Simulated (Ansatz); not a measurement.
Consider the ligand exchange at a B–C bond: `B[CH](O)[GeH3]` + ethylmethylamine → `BN(C)CC` + `O[CH2][GeH3]`.

Computed with Ansatz on PBE0-D4/def2-TZVP structures; ΔE is electronic, products minus reactants. CBS: MP2 limit from def2 TZ/QZ plus the TZ coupled-cluster correction, frozen cores. Functionals use def2-TZVPP. For Ge outer-core shells are correlated without core-valence functions, which leaves a few kJ/mol of doubt a bond. Scalar relativity is left out up to krypton. Each species was taken in one conformer, which may not be the lowest.

```json
{"level": "B97M-V", "ΔE (kJ/mol)": "-123.5"}
{"level": "ωB97M-V", "ΔE (kJ/mol)": "-128.7"}
```

(1) What does CCSD(T)/CBS give? (Best estimate.)

Largest T1 diagnostic among the species: 0.013.

Results:

(1) Computed: -133.2 kJ/mol. The listed levels differ from it by 9.7, 4.5 kJ/mol.

From BLYP to BHLYP (50 % exact exchange), in def2-TZVPP and without D4, ΔE moves by −13.5 kJ/mol. At CCSD(T), def2-SVP lies −14.9 kJ/mol from the extrapolated value and def2-TZVPP −0.4 kJ/mol. Leaving LDA and LC-ωPBE aside and taking each functional with its dispersion term where it has one, the values, not all of them listed here, spread over 23.5 kJ/mol, from CAM-B3LYP-D4 to PBE-D4. LDA lies −4.5 kJ/mol from PBE without D4.
